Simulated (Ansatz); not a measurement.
Cost and result for the atomization energy of AsBH5NO (9 atoms, 9 bonds).

```csv
atom,x (Å),y (Å),z (Å)
B1,0.652,-0.023,1.047
As2,0.552,-0.591,-0.923
N3,-0.428,0.728,-1.612
O4,-0.539,-0.961,0.809
H5,0.297,1.102,1.265
H6,1.541,-0.511,1.689
H7,-1.117,0.540,-2.320
H8,-0.593,1.569,-1.081
H9,-0.365,-1.852,1.127
```

Total charge 0; spin multiplicity 1. Correlated methods include outer-core shells of As, which these sets cover unevenly. Scalar relativity is left out up to krypton. The bonds changed during the relaxation, so this is another structure than the one it started from. The geometry is a stationary point of PBE0-D4/def2-TZVP. It is one conformer, not always the lowest. Program: Ansatz. All runs use 4 threads of an Arm Neoverse V2 on a shared host. Times are those of one run each, without the atoms' runs, and a repeat can differ threefold. Electronic energies, without spin–orbit coupling; frozen cores. CCSD(T)/CBS adds CCSD(T) − MP2 in def2-TZVPP to the MP2 limit, and its time is that of the two runs behind it. T1 = 0.014. With those shells the extrapolation isn't a true limit. B3LYP takes the VWN-RPA correlation (the form of Gaussian; ORCA's B3LYP/G).

CCSD(T)/CBS is a level of theory with its own doubt, some kJ/mol a heavy atom from the limit and from the frozen cores, so smaller differences don't rank the functionals.

```tsv
level	functions	wall time	atomization (kcal/mol)	difference from CCSD(T)/CBS	per bond
revPBE-D4/def2-TZVPP	211	1.6 s	700.9	2.2	0.2
BHLYP-D4/def2-TZVPP	211	2.7 s	674.1	-24.6	-2.7
CAM-B3LYP-D4/def2-TZVPP	211	2.9 s	707.2	8.5	0.9
B3LYP-D4/def2-TZVPP (with forces)	211	3.9 s	705.8	7.1	0.8
CCSD(T)/def2-SVP	99	4.1 s	640.8	-57.9	-6.4
B2PLYP/def2-TZVPP	211	4.3 s	694.2	-4.5	-0.5
PBE-QIDH/def2-TZVPP	211	4.4 s	687.9	-10.8	-1.2
r2SCANh-D4/def2-TZVPP	211	4.6 s	694.8	-3.9	-0.4
B97M-V/def2-TZVPP	211	7.5 s	703.3	4.6	0.5
ωB97M-V/def2-TZVPP (with forces)	211	9.5 s	704.5	5.8	0.6
MP2/def2-QZVPP	410	22 s	700.0	1.3	0.1
CCSD(T)/def2-TZVPP	211	94 s	676.6	-22.1	-2.5
CCSD(T)/CBS(def2)	–	120 s	698.7	0.0	0.0
```

In def2-TZVPP, CCSD(T) changes the Hartree–Fock value by +221.1 kcal/mol (the triples alone add +14.4 kcal/mol) and MP2 by +231.5 kcal/mol; breaking electron pairs costs correlation energy, which Hartree–Fock lacks. At CCSD(T), def2-SVP lies −58.0 kcal/mol from the extrapolated value and def2-TZVPP −22.2 kcal/mol: correlation converges slowly with the basis, and small sets miss more of it in the bonded molecule than in its fragments. Leaving LDA and LC-ωPBE aside and taking each functional with its dispersion term where it has one, the values, not all of them listed here, spread over 47.9 kcal/mol, from BHLYP-D4 to PBE-D4. LDA lies +107.1 kcal/mol from PBE without D4, its usual overbinding.
